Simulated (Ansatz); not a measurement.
`C[SiH2][Al]([F])[Cl]` + `C[BH][AlH][F]` → `[F][Al]([F])[Cl]` + `C[BH][AlH][SiH2]C`  (redistribution)

Calculated with Ansatz (gas phase, PBE0-D4/def2-TZVP geometries, no zero-point term in ΔE). CCSD(T)/CBS is the MP2 limit (def2-TZVPP, def2-QZVPP) plus CCSD(T) − MP2 in def2-TZVPP, frozen cores. This one scheme is used for every species. Functionals use def2-TZVPP. B3LYP here is the variant with VWN-RPA as its local correlation; programs differ in this. One conformer a species, not always the lowest.

`C[SiH2][Al]([F])[Cl]`:

```xyz
10

C     0.941   -1.371   -0.030
Si    0.159    0.140    0.761
Al   -1.238    1.406   -0.783
F    -1.409    0.932   -2.352
Cl   -2.280    3.133   -0.224
H     1.574   -1.086   -0.873
H     1.557   -1.906    0.696
H     0.176   -2.056   -0.401
H    -0.689   -0.254    1.923
H     1.208    1.062    1.284
```

`C[BH][AlH][F]`:

```xyz
9

C     1.043   -0.700   -0.731
B    -0.270    0.118   -0.583
Al   -1.217    0.639    1.255
F    -0.669    1.991    2.048
H     1.801    0.104   -0.797
H     1.343   -1.329    0.108
H     1.134   -1.255   -1.668
H    -0.746    0.542   -1.606
H    -2.420   -0.110    1.974
```

`[F][Al]([F])[Cl]`:

Cartesian coordinates in Å:
```
F 1.355 -0.976 -0.222
Al 0.092 0.036 -0.020
F 0.339 1.643 -0.149
Cl -1.787 -0.703 0.391
```

`C[BH][AlH][SiH2]C`:

```xyz
15

C     0.380    0.592   -2.720
B     0.775    1.265   -1.371
Al   -0.468    1.546    0.329
Si   -0.797   -0.248    1.993
C     0.112   -1.851    1.593
H    -0.684    0.515   -2.949
H     0.916    0.989   -3.587
H     0.753   -0.442   -2.605
H     1.941    1.563   -1.268
H    -1.211    2.937    0.592
H    -2.258   -0.546    2.122
H    -0.363    0.226    3.344
H     1.190   -1.683    1.540
H    -0.075   -2.611    2.356
H    -0.212   -2.252    0.630
```

```json
{"level": "PBE-D4", "ΔE (kJ/mol)": "26.3", "difference from CCSD(T)/CBS": "2.0"}
{"level": "B2PLYP", "ΔE (kJ/mol)": "28.5", "difference from CCSD(T)/CBS": "4.2"}
{"level": "PBE0", "ΔE (kJ/mol)": "26.4", "difference from CCSD(T)/CBS": "2.1"}
{"level": "B3LYP", "ΔE (kJ/mol)": "30.8", "difference from CCSD(T)/CBS": "6.5"}
{"level": "SCS-MP2/def2-TZVPP", "ΔE (kJ/mol)": "25.1", "difference from CCSD(T)/CBS": "0.8"}
{"level": "CCSD/def2-TZVPP", "ΔE (kJ/mol)": "22.9", "difference from CCSD(T)/CBS": "-1.4"}
{"level": "CCSD(T)/def2-TZVPP", "ΔE (kJ/mol)": "22.6", "difference from CCSD(T)/CBS": "-1.7"}
{"level": "HF/def2-QZVPP", "ΔE (kJ/mol)": "26.8", "difference from CCSD(T)/CBS": "2.5"}
{"level": "SCS-MP2/def2-QZVPP", "ΔE (kJ/mol)": "25.6", "difference from CCSD(T)/CBS": "1.3"}
{"level": "HF/CBS(def2)", "ΔE (kJ/mol)": "26.7", "difference from CCSD(T)/CBS": "2.4"}
{"level": "CCSD(T)/CBS", "ΔE (kJ/mol)": "24.3", "difference from CCSD(T)/CBS": "0"}
```

Largest T1 diagnostic among the species: 0.012.

In def2-TZVPP, CCSD(T) changes the Hartree–Fock value by −4.7 kJ/mol (the triples alone add −0.3 kJ/mol) and MP2 by −3.3 kJ/mol.
